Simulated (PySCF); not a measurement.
# Simulated absorption spectrum

W(CtBu)Cl3, C5H9Cl3W (singlet state).
SMILES: `CC(C)(C)[C]#[W]([Cl])([Cl])[Cl]`

Level of theory: TDDFT PBE0/def2-SVPD, vertical, gas phase, core orbitals frozen in the response, def2 core potentials past Kr (PySCF). Geometry: PBE0-D3(BJ)/def2-SVP; no solvent, vibrations or thermal averaging. Spin–orbit coupling is left out.

Computed states:

```
state  E (eV)       f
   S1    2.76  0.0000
   S2    2.90  0.0084
   S3    3.02  0.0005
   S4    3.02  0.0005
   S5    4.79  0.0092
   S6    4.79  0.0091
   S7    5.06  0.0000
   S8    5.30  0.0033
   S9    5.30  0.0035
```

Each state is given a Gaussian of 0.25 eV full width at half maximum, with ε(max) = 2.175×10⁸ f / Δν̃ (Δν̃ the width in cm⁻¹). The width is an assumption, not a result. The curve ends short of the highest state used, and states not computed would add to its high-energy end.

(1) Give the broadened spectrum and its maxima.

(2) Coming from long wavelengths, where does ε first pass 100 L mol⁻¹ cm⁻¹?

(3) On this curve, what absorbance would a 10⁻³ mol/L sample give at 266 nm over a 1 cm path?

(4) Does any computed singlet lie in the visible range?

Results:

(1) 
| E (eV) | ε (L mol⁻¹ cm⁻¹) |
| --- | --- |
| 2.38 | 0 |
| 2.46 | 0 |
| 2.54 | 3 |
| 2.62 | 29 |
| 2.70 | 160 |
| 2.78 | 497 |
| 2.86 | 885 |
| 2.94 | 920 |
| 3.02 | 577 |
| 3.10 | 230 |
| 3.18 | 61 |
| 3.26 | 11 |
| 3.34 | 1 |
| 3.42 | 0 |
| 3.50 | 0 |
| 3.58 | 0 |
| 3.66 | 0 |
| 3.74 | 0 |
| 3.82 | 0 |
| 3.90 | 0 |
| 3.98 | 0 |
| 4.06 | 0 |
| 4.14 | 0 |
| 4.22 | 0 |
| 4.30 | 0 |
| 4.38 | 1 |
| 4.46 | 15 |
| 4.54 | 120 |
| 4.62 | 535 |
| 4.70 | 1359 |

Maxima: 427 nm (2.91 eV), ε about 970, made up of S2 (94%) (ε in L mol⁻¹ cm⁻¹; maxima over ε = 5, shares over 10%). At its high-energy end, 4.70 eV, the curve is still rising (ε about 1400, from S5 and S6).

(2) At about 463 nm (2.68 eV), 0.08 eV below S1.

(3) 266 nm is 4.661 eV, where ε is about 930 L mol⁻¹ cm⁻¹, so A = ε c l ≈ 0.93 (Beer–Lambert, with the gas-phase spectrum and the assumed width).

(4) 4 computed singlets (S1 to S4) lie in the visible range (380 to 750 nm), the largest f among them at 428 nm, f = 0.0084; light of that wavelength is violet, and its complementary colour is yellow-green; a Tamm–Dancoff triplet lies at 509 nm, without intensity as long as spin–orbit coupling is left out.
